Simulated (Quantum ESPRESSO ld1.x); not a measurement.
The numbers below are computed, except where a source is named.
Task: Zn I, configuration [Ar] 3d9 4s2 4d1 (not the ground configuration). Code: ld1.x of Quantum ESPRESSO 7.5. Model: non-relativistic Kohn-Sham, LDA (Slater exchange, Perdew-Zunger correlation), spin-polarised, spherical densities, point nucleus; open shells are filled with parallel spins first. Some entries of the table are withheld. Estimate them.

orbital  occ.  eigenvalue (hartree)  <r^2> (bohr^2)
1s up       1              -345.485        0.003510
1s down     1              -345.484        0.003510
2s up       1              -42.0819         0.06247
2s down     1              -42.0555         0.06243
2p up       3              -37.1938         0.04896
2p down     3              -37.1737         0.04892
3s up       1              -5.09431          0.5482
3s down     1              -5.05158          0.5495
3p up       3              -3.53797          0.5976
3p down     3              -3.49608          0.6000
3d up       5              -0.88578          0.9066
3d down     4              -0.84669          0.9276
4s up       1              -0.46006             (1)
4s down     1              -0.45165             (2)
4p up       0              -0.21842             (3)
4p down     0              -0.21088             (4)
5s up       0              -0.07317           60.78
5s down     0              -0.05884           64.15
4d up       1              -0.02818             (5)
4d down     0              -0.01652             (6)

Result: 
(1) 4s up <r^2> (bohr^2): 6.154
(2) 4s down <r^2> (bohr^2): 6.183
(3) 4p up <r^2> (bohr^2): 10.64
(4) 4p down <r^2> (bohr^2): 10.48
(5) 4d up <r^2> (bohr^2): 92.09
(6) 4d down <r^2> (bohr^2): 118.8
